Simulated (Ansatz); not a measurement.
`CO[Si]C` + `S[CH2][ZnH]` → `CO[SiH]` + `CS[CH2][ZnH]` at 600 K and 1 bar (redistribution).

Gas-phase electronic energies from Ansatz, PBE0-D4/def2-TZVP geometries. CCSD(T)/CBS adds triple-zeta CCSD(T) − MP2 to the extrapolated MP2 energy (def2 sets, frozen cores). For Zn outer-core shells are correlated without core-valence functions, which leaves a few kJ/mol of doubt a bond. Scalar relativity is left out up to krypton. One conformer a species, not always the lowest.

```tsv
species	CCSD(T)/CBS energy (Eh)	H − E (kJ/mol)	S (J/(mol·K))
`CO[Si]C`	-443.95718	258.8	408.3
`S[CH2][ZnH]`	-2216.58625	154.9	375.7
`CO[SiH]`	-404.67988	167.6	334.2
`CS[CH2][ZnH]`	-2255.84623	244.8	431.5
```

H − E and S are ideal-gas, rigid-rotor, harmonic terms from PBE0-D4/def2-TZVP, for one conformer and one mirror image of each species. 1 Eh = 2625.50 kJ/mol, R = 8.31446 J/(mol·K).

Question: By hand: ΔE, ΔH, ΔS and ΔG.

Answer: ΔE = (-404.67988) + (-2255.84623) − (-443.95718) − (-2216.58625) = 0.01732 Eh = 45.5 kJ/mol. Δ(H − E) = 167.6 + 244.8 − 258.8 − 154.9 = -1.3, so ΔH = 44.2 kJ/mol. ΔS = 334.2 + 431.5 − 408.3 − 375.7 = -18.3 J/(mol·K). ΔG = 44.2 − 600 × (-18.3)/1000 = 55.2 kJ/mol.

Question: By hand: the equilibrium constant, and the temperature at which ΔG would vanish if ΔH and ΔS stayed fixed.

Answer: log₁₀ K = −ΔG/(RT ln 10) = -4.8. ΔH and −TΔS have one sign here, so there is no such temperature.

ΔH outweighs TΔS. A doubt of 5 kJ/mol in ΔE shifts log₁₀ K by 0.4 here. Other conformers and mirror images would add mixing entropy, several J/(mol·K) or more a flexible species. Modes under 60 cm⁻¹, often nearly free rotors, make the harmonic entropy too high. These are equilibria of isolated gas molecules and say nothing of rates. Largest T1 diagnostic: 0.015 (customary marks: 0.02 for closed shells, 0.045 for open ones).
